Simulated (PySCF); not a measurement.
## Cr3+ by CASSCF and spin-orbit coupling

The free ion Cr3+ in its d3 configuration.

Method (PySCF 2.14, density fitting): CASSCF(3,5) with orbitals averaged over all microstates of the shell, strongly contracted NEVPT2 on the averaged canonical orbitals; basis x2c-TZVPall; spin-free X2C; gas phase; spin-orbit coupling by state interaction with the mean-field operator over all roots.

## Spin-free states

```json
{"2S+1": "4", "deg.": "7", "free-ion term": "4F 1.00", "CASSCF / cm⁻¹": "0", "NEVPT2 / cm⁻¹": "0"}
{"2S+1": "4", "deg.": "3", "free-ion term": "4P 1.00", "CASSCF / cm⁻¹": "17330", "NEVPT2 / cm⁻¹": "14735"}
{"2S+1": "2", "deg.": "9", "free-ion term": "2G 1.00", "CASSCF / cm⁻¹": "17585", "NEVPT2 / cm⁻¹": "15970"}
{"2S+1": "2", "deg.": "3", "free-ion term": "2P 1.00", "CASSCF / cm⁻¹": "23362", "NEVPT2 / cm⁻¹": "20847"}
{"2S+1": "2", "deg.": "5", "free-ion term": "2D 1.00", "CASSCF / cm⁻¹": "25419", "NEVPT2 / cm⁻¹": "21795"}
{"2S+1": "2", "deg.": "11", "free-ion term": "2H 1.00", "CASSCF / cm⁻¹": "23362", "NEVPT2 / cm⁻¹": "22180"}
{"2S+1": "2", "deg.": "7", "free-ion term": "2F 1.00", "CASSCF / cm⁻¹": "40691", "NEVPT2 / cm⁻¹": "36358"}
{"2S+1": "2", "deg.": "5", "free-ion term": "2D 1.00", "CASSCF / cm⁻¹": "64006", "NEVPT2 / cm⁻¹": "56664"}
```

Energies are counted from the ground state at NEVPT2 level. Weights follow the labels.

Ligand-field fit:

```
cm⁻¹  CASSCF  NEVPT2
   B    1155     987
   C    4321    4056
```

Spin-orbit constant ζ = 278 cm⁻¹.

## Spin-orbit levels

```tsv
E / cm⁻¹	deg.	J	make-up
0.0	4	3/2	1.00 4F
240.0	6	5/2	1.00 4F
568.1	8	7/2	1.00 4F
977.0	10	9/2	1.00 4F
15055.5	2	1/2	1.00 4P
15163.5	4	3/2	0.99 4P
15436.9	6	5/2	1.00 4P
16333.0	8	7/2	1.00 2G
16686.7	10	9/2	0.99 2G
21212.3	4	3/2	0.72 2P + 0.27 2D
```

Only the lowest levels are listed: 62 of 120 states.

Magnetism:

The lowest spin-orbit level is 4-fold with J = 3/2; the next lies at 240.0 cm⁻¹. μeff is 2.85 μB at 300 K and 0.86 μB at 10 K; the free-ion value g_J√(J(J+1)) for the Hund's-rule level J = 3/2 is 0.77 μB.

```
T / K  χT / cm³ K mol⁻¹  μeff / μB
    2             0.078       0.79
    5             0.083       0.82
   10             0.092       0.86
   20             0.110       0.94
   30             0.127       1.01
   50             0.163       1.14
   75             0.220       1.32
  100             0.292       1.53
  150             0.463       1.92
  200             0.647       2.27
  250             0.833       2.58
  300             1.014       2.85
```

Powder magnetisation at 2 K: 0.04 μB at 0.5 T, 0.07 μB at 1 T, 0.14 μB at 2 T, 0.20 μB at 3 T, 0.31 μB at 5 T, 0.40 μB at 7 T.

Measured levels beside the computed ones:

```
     level  computed / cm⁻¹  measured / cm⁻¹
4F J = 3/2                0                0
4F J = 5/2              240              236
4F J = 7/2              568              556
4F J = 9/2              977              946
4P J = 1/2            15055            14059
4P J = 3/2            15164            14177
4P J = 5/2            15437            14471
2G J = 7/2            16333            15052
2G J = 9/2            16687            15402
```

Source of the measured levels: Sugar and Corliss, J. Phys. Chem. Ref. Data 6, 317 (1977).

The job took 3.3 s on one thread of Arm Neoverse V1 (shared host), with 48 basis functions, launched as `OMP_NUM_THREADS=1 python lf_run.py task.json out`.
